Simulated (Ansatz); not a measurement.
Reaction (formal exchange of groups at the Si–C bond): `NC(=O)[SiH](F)Cl` + `C#[C][GeH3]` → `F[SiH](Cl)C#[C][GeH3]` + `NC=O`

Gas-phase electronic energies from Ansatz, PBE0-D4/def2-TZVP geometries. CCSD(T)/CBS is the MP2 limit (def2-TZVPP, def2-QZVPP) plus CCSD(T) − MP2 in def2-TZVPP, frozen cores. This one scheme is used for every species. DFT in def2-TZVPP. B3LYP here is the variant with VWN-RPA as its local correlation; programs differ in this. For Ge outer-core shells are correlated without core-valence functions, which leaves a few kJ/mol of doubt a bond. Scalar relativity is left out up to krypton. One conformer a species, not always the lowest.

Task: Is it downhill or uphill in electronic energy at CCSD(T)/CBS, and by how much? (Best estimate.)

Result: Computed: Downhill: ΔE = -54.8 kJ/mol.

Task: What do these levels give: PBE0-D4, r2SCAN, B3LYP, HF/def2-TZVPP, CCSD(T)/def2-TZVPP, MP2/def2-QZVPP? (Estimate.)

Result: The calculation gave: PBE0-D4 -53.2, r2SCAN -54.5, B3LYP -55.6, HF/def2-TZVPP -66.5, CCSD(T)/def2-TZVPP -56.1, MP2/def2-QZVPP -59.9 kJ/mol.

Largest T1 diagnostic among the species: 0.016.

From PBE to PBE0 (25 % exact exchange), in def2-TZVPP and without D4, ΔE moves by −4.2 kJ/mol. In def2-TZVPP, CCSD(T) changes the Hartree–Fock value by +10.4 kJ/mol (the triples alone add +1.5 kJ/mol) and MP2 by +6.0 kJ/mol.
